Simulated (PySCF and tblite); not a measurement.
Values are calculated unless marked as measured or tabulated.
C6H10O, numbered as in [O:1]=[C:2]1[CH2:3][CH2:4][CH2:5][CH2:6][CH2:7]1.

Search: ETKDG and KDG, MMFF94s, GFN2-xTB, 90 starts; geometries at PBE0-D3(BJ)/def2-SVP. Weights use PBE0-D3(BJ)/def2-TZVP (IEF-PCM, chloroform) energies plus GFN2-xTB zero-point and thermal terms (modes under about 100 cm⁻¹ blended into free rotors). Symmetry numbers and mirror images are counted. Conformers within 3 kcal/mol (GFN2-xTB free energy) were kept, 8 at most. Run with PySCF (density fitting) and tblite.

Rotational constants are equilibrium values for the commonest isotopes; dipoles come from the energy level named and are polarised by its solvent model.

The 6-ring runs over atoms 2–3–4–5–6–7. Of a mirror pair one member is shown.

| conformer | shape | symmetry |
| --- | --- | --- |
| 1 | 6-ring chair | Cs |
| 2 | 6-ring twist-boat (ring torsions 60, -29, -29, 60, -29, -29°) | C2 (pair) |

Problem. Give the rotational constants and dipole components.

Solution. 
```json
{"conformer": "1", "A (MHz)": "4254", "B (MHz)": "2492", "C (MHz)": "1746", "abs μa (D)": "3.89", "abs μb (D)": "0.00", "abs μc (D)": "1.11", "κ": "-0.41", "Ic−Ia−Ib (u Å²)": "-32.1"}
{"conformer": "2", "A (MHz)": "4479", "B (MHz)": "2395", "C (MHz)": "1734", "abs μa (D)": "3.99", "abs μb (D)": "0.00", "abs μc (D)": "0.01", "κ": "-0.52", "Ic−Ia−Ib (u Å²)": "-32.3"}
```

Problem. Which type of transition is strongest for conformer 1?

Solution. a-type, since that component is clearly the largest; the top is asymmetric (κ = -0.41).
